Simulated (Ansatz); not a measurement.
Ansatz (a quantum-chemistry and plane-wave program) input (CCSD(T)/def2-TZVPP):

Ansatz 0.2 input:
```yaml
crystal:
  periodic: [false, false, false]
  atoms:
    - {symbol: B, position_ang: [0.94978777, -0.02916761, -0.10003943]}
    - {symbol: C, position_ang: [-0.58452339, -0.07107668, -0.00923838]}
    - {symbol: H, position_ang: [1.69160790, 0.79740755, 0.33312697]}
    - {symbol: H, position_ang: [-1.04201850, 0.91001100, -0.18700148]}
    - {symbol: H, position_ang: [-1.07959224, -0.81779340, -0.63116826]}
    - {symbol: H, position_ang: [-0.81179566, -0.31732705, 1.04067027]}
basis:
  gaussian:
    orbitals: def2-TZVPP
magnetization: {spin_polarized: true, initial_magnetization: 1}
correlation: {method: ccsd_t, electrons: outside_noble_gas}
```

Output:

```
Functional definition: HF
integrals: 0.28 GiB planned
677 factors; integrals over basis functions are off by at most 1.0e-3 eV
mean field: 0.24 GiB planned
mean field evaluation 1: about -1761.9720 eV, gradient 1.8e1 eV
mean field evaluation 2: about -1761.9730 eV, gradient 1.8e1 eV
mean field evaluation 4: about -1764.0252 eV, gradient 2.2e0 eV
mean field evaluation 8: about -1764.0934 eV, gradient 1.5e-3 eV
mean field evaluation 16: about -1764.0921 eV, gradient 2.2e-1 eV
mean field evaluation 32: about -1762.4955 eV, gradient 2.8e-2 eV
mean field -1764.09343658 eV, -64.8292380489 hartree, gradient 3.7e-6 eV, S^2 0.753657; 3 other end points of the search recorded, 0 dependent functions left out
determinant -1764.09343658 eV, -64.8292380489 hartree, with singles and doubles -1771.99760751 eV, -65.1197109730 hartree
determinant -1762.49542178 eV, -64.7705120880 hartree, with singles and doubles -1770.56553856 eV, -65.0670834095 hartree
2 core orbitals not correlated
reference -1764.09343658 eV, -64.8292380489 hartree; 6, 5 occupied and 110, 111 virtual orbitals, 677 factors
second order -6.98433020 eV of doubles, -0.00000000 eV of singles
coupled cluster: 1.03 GiB planned
cycle   1  -7.75297608 eV  change   -6.3e-1 eV  update   2.0e-2
cycle   2  -7.76937672 eV  change   -1.6e-2 eV  update   5.3e-3
cycle   3  -7.77129907 eV  change   -1.9e-3 eV  update   2.2e-3
cycle   4  -7.77210324 eV  change   -8.0e-4 eV  update   7.2e-4
cycle   5  -7.77228878 eV  change   -1.9e-4 eV  update   2.8e-4
cycle   6  -7.77233124 eV  change   -4.2e-5 eV  update   8.8e-5
cycle   7  -7.77235670 eV  change   -2.5e-5 eV  update   3.5e-5
cycle   8  -7.77236095 eV  change   -4.3e-6 eV  update   1.9e-5
cycle   9  -7.77235599 eV  change    5.0e-6 eV  update   1.3e-5
perturbative correction -0.25872129 eV, -0.0095078321 hartree
Total energy: -1772.12451387 eV, -65.1243746954 hartree
```

It need not be the lowest isomer of its formula.
